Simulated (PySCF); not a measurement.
Fill in the blanks.

Species: H11NOSi4.
InChI=1S/H11NOSi4/c3-1-6(5)2-4/h1,6H,3-5H3/t6-/m1/s1

Conformer (atom-mapped SMILES and torsion angles): `[SiH3:1][NH:2][Si@@H:3]([SiH3:4])[O:5][SiH3:6]`: Si1–N2–Si3–Si4 -151°, N2–Si3–O5–Si6 -24°.

```tsv
property	level	value
point group of the GFN2-xTB geometry	GFN2-xTB	?
rotational constants A, B, C of the GFN2-xTB geometry	GFN2-xTB	1.451, 1.093, 0.683 GHz
dipole moment	CAM-B3LYP/def2-SVPD	?
HOMO energy	CAM-B3LYP/def2-SVPD	-8.67 eV
LUMO energy	CAM-B3LYP/def2-SVPD	?
lowest singlet excitation	TDDFT CAM-B3LYP/def2-SVPD	6.03 eV (206 nm, f = 0.012)
strongest line among the 8 lowest singlet transitions	TDDFT CAM-B3LYP/def2-SVPD	S7 at 7.53 eV (165 nm, f = 0.123)
lowest triplet excitation (Tamm–Dancoff)	TDA CAM-B3LYP/def2-SVPD	5.51 eV
static isotropic polarisability	CAM-B3LYP/def2-SVPD	115.6 au
electronic spatial extent ⟨r²⟩ about the centre of nuclear charge	CAM-B3LYP/def2-SVPD	?
1H chemical shifts (computed TMS as zero) by class	GIAO PBE0/pcSseg-1	?
isotropic shieldings of nuclei other than C and H, by class	GIAO PBE0/pcSseg-1	?
```

The electronic properties come from PySCF, for the isolated species, density fitting. GFN2-xTB frequencies show an imaginary mode (37i cm⁻¹), so this geometry is no minimum at that level. NMR classes are plain means over equivalent atoms (diastereotopic ones count apart unless rotation or inversion swaps them), as if these changed places fast; in this geometry the members of some classes differ.

Question: What is the LUMO energy?

Answer: 0.56 eV.

Question: Give the isotropic shieldings of nuclei other than C and H, by class.

Answer: 246 (1 N), 305 (1 O), 366 (1 Si), 393 (1 Si), 408 (1 Si), 469 (1 Si) ppm.

Question: Give the electronic spatial extent ⟨r²⟩ about the centre of nuclear charge.

Answer: 1744 bohr².

Question: The dipole moment?

Answer: 0.86 D.

Question: Give the 1H chemical shifts (computed TMS as zero) by class.

Answer: 5.81 (1 H), 5.25 (3 H), 4.84 (3 H), 3.34 (3 H), -0.19 (1 H) ppm.

Question: What is the point group of the GFN2-xTB geometry?

Answer: C1.

In wavenumbers S1 is 48600 cm⁻¹ (1 eV = 8065.54 cm⁻¹). The principal polarisabilities are 102.3, 114.1 and 130.4 au; their mean is the isotropic value. The vertical singlet–triplet gap S1 − T1 is 0.52 eV (TDDFT singlet less Tamm–Dancoff triplet; S1: HOMO→LUMO, weight 0.66; T1: HOMO→LUMO, weight 0.64). With B = h/(8π²I), that is 505.379 GHz u Å² over I, the principal moments of inertia are 348.3, 462.5 and 739.4 u Å² (most abundant isotopes). The rotational constants make it an asymmetric top with κ = (2B − A − C)/(A − C) = 0.07, midway between the prolate (−1) and oblate (+1) limits. The polarisability is 17.13 Å³ as a volume (1 au = 0.148185 Å³), or 1.41 au for each of the 82 electrons.

One conformer stands for the species.
